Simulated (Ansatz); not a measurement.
Consider the cleavage of the Si–Sn bond: `O=C[SiH](O)[SnH3]` + HCl → `O=C[SiH](O)Cl` + `[SnH4]`.

Gas-phase electronic energies from Ansatz, PBE0-D4/def2-TZVP geometries. CCSD(T)/CBS is the MP2 limit (def2-TZVPP, def2-QZVPP) plus CCSD(T) − MP2 in def2-TZVPP, frozen cores. This one scheme is used for every species. Functionals use def2-TZVPP. Elements past krypton have def2 core potentials. For Sn outer-core shells are correlated without core-valence functions, which leaves a few kJ/mol of doubt a bond. Each species was taken in one conformer, which may not be the lowest.

`O=C[SiH](O)[SnH3]`:

Cartesian coordinates in Å:
```
O 2.765 -0.724 -0.496
C 1.780 -0.214 -0.960
Si 0.460 0.715 0.072
O 1.081 0.951 1.574
Sn -1.707 -0.687 0.058
H 1.582 -0.288 -2.060
H 0.195 1.997 -0.646
H 0.502 1.252 2.274
H -1.415 -2.293 0.552
H -2.401 -0.712 -1.501
H -2.843 0.003 1.134
```

HCl:

```xyz
2

Cl   -0.065   -0.615    0.164
H     0.065    0.615   -0.164
```

`O=C[SiH](O)Cl`:

```xyz
8

O     1.563    0.792   -0.839
C     0.555    1.096   -0.245
Si   -0.544   -0.335    0.414
O     0.303   -1.688    0.117
Cl   -2.292   -0.218   -0.650
H     0.282    2.169   -0.134
H    -0.894   -0.255    1.846
H     1.027   -1.563   -0.508
```

`[SnH4]`:

Cartesian coordinates in Å:
```
Sn 0.000 0.000 0.000
H 0.312 -1.115 -1.250
H 1.095 -0.260 1.280
H -1.594 -0.211 0.564
H 0.187 1.586 -0.594
```

Q: Is it downhill or uphill in electronic energy at CCSD(T)/CBS, and by how much? (Estimate.)

A: Ansatz gave: Downhill: ΔE = -94.6 kJ/mol.

Q: What do these levels give: r2SCAN-D4, ωB97X-V, ωB97M-V, HF/def2-TZVPP, SCS-MP2/def2-TZVPP, HF/CBS(def2)? (Estimate.)

A: Ansatz gave: r2SCAN-D4 -97.4, ωB97X-V -103.1, ωB97M-V -105.3, HF/def2-TZVPP -117.6, SCS-MP2/def2-TZVPP -104.0, HF/CBS(def2) -117.4 kJ/mol.

Largest T1 diagnostic among the species: 0.015.

In def2-TZVPP, CCSD(T) changes the Hartree–Fock value by +18.7 kJ/mol (the triples alone add +1.5 kJ/mol) and MP2 by +15.4 kJ/mol. From PBE to PBE0 (25 % exact exchange), in def2-TZVPP and without D4, ΔE moves by −7.3 kJ/mol.
